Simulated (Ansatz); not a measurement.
**Ligand exchange: C2H3F + B(CH3)2(SH) → C2H4S + B(CH3)2F**

Gas-phase species: C2H3F `C=CF`, singlet; B(CH3)2(SH), singlet; C2H4S `C=CS`, singlet; B(CH3)2F, singlet. The partners trade F for SH: C–F and B–SH bonds give way to C–SH and B–F.

Shapes, held fixed at every level: PBE0-D4/def2-TZVP. Flexible molecules stand in one conformer, not always the lowest. Programs: Ansatz 0.2.0. Electronic energies: no zero-point or thermal term.

(1) Estimate ΔE of this reaction.

Results:

(1) The highest level, CCSD(T)/CBS estimate, gives ΔE = -93.3 kJ/mol; the levels span -95.9 to -86.1. The column of differences is taken from that level and isn't an error. No measured value is set beside it here. The CBS estimate extrapolates MP2 from def2-TZVPP and def2-QZVPP and adds CCSD(T) − MP2 in the triple-zeta set, cores frozen.

```json
{"level": "r2SCAN-D4/def2-TZVPP", "kind": "meta-GGA", "ΔE (kJ/mol)": "-89.1", "less CCSD(T)/CBS estimate": "+4.2"}
{"level": "PBE0-D4/def2-TZVPP", "kind": "global hybrid", "ΔE (kJ/mol)": "-86.1", "less CCSD(T)/CBS estimate": "+7.2"}
{"level": "wB97M-V/def2-TZVPP", "kind": "range-separated hybrid", "ΔE (kJ/mol)": "-90.6", "less CCSD(T)/CBS estimate": "+2.7"}
{"level": "B2PLYP/def2-TZVPP", "kind": "double hybrid", "ΔE (kJ/mol)": "-94.8", "less CCSD(T)/CBS estimate": "-1.5"}
{"level": "MP2/def2-TZVPP", "kind": "perturbation theory", "ΔE (kJ/mol)": "-95.9", "less CCSD(T)/CBS estimate": "-2.6"}
{"level": "CCSD(T)/def2-TZVPP", "kind": "coupled cluster or CI", "ΔE (kJ/mol)": "-91.6", "less CCSD(T)/CBS estimate": "+1.7"}
{"level": "CCSD(T)/CBS estimate", "kind": "coupled cluster or CI", "ΔE (kJ/mol)": "-93.3", "less CCSD(T)/CBS estimate": "0.0"}
```
